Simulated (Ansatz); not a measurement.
Relaxation of GeH4O2 (7 atoms, charge 0, multiplicity 1), to a largest force component of 0.03 eV/Å in at most 50 steps.

Level of theory: Ansatz 0.2.0, RKS B3LYP-D4/def2-SVP.

```xyz
7
Properties=species:S:1:pos:R:3:forces:R:3
Ge 0.162 0.010 0.061 0.55 -0.06 -0.07
O 0.680 -0.097 1.748 -0.57 0.09 1.06
H 0.007 0.040 2.430 -0.02 0.01 0.00
H 1.627 -0.261 -0.291 -0.02 0.01 -1.04
H -0.536 1.317 -0.360 0.05 -0.08 0.03
O -1.023 -1.243 -0.389 -0.01 0.01 0.03
H -0.736 -2.138 -0.162 0.03 0.02 -0.01
```

Task: Where does it end, and by what steps?

Result: The forces met the threshold. After 5 steps the energy has fallen by 0.235 eV; H4 moved furthest, 0.28 Å.

```csv
step,energy less start (eV),largest force component (eV/Å),accepted
0,0.0000,1.064,yes
1,-0.2006,0.293,yes
2,-0.2286,0.139,yes
3,-0.2253,0.316,no
4,-0.2346,0.040,yes
5,-0.2349,0.008,yes
```

```xyz
7
Properties=species:S:1:pos:R:3
Ge 0.231 -0.015 0.111
O 0.619 -0.103 1.851
H -0.137 0.108 2.416
H 1.582 -0.286 -0.571
H -0.449 1.313 -0.260
O -0.991 -1.242 -0.319
H -0.675 -2.147 -0.192
```

Whether the end is a true minimum wasn't checked by a vibrational analysis.

Run time: 19 s on 1 thread of Arm Neoverse V2, on a shared host, peak memory 0.16 GiB.
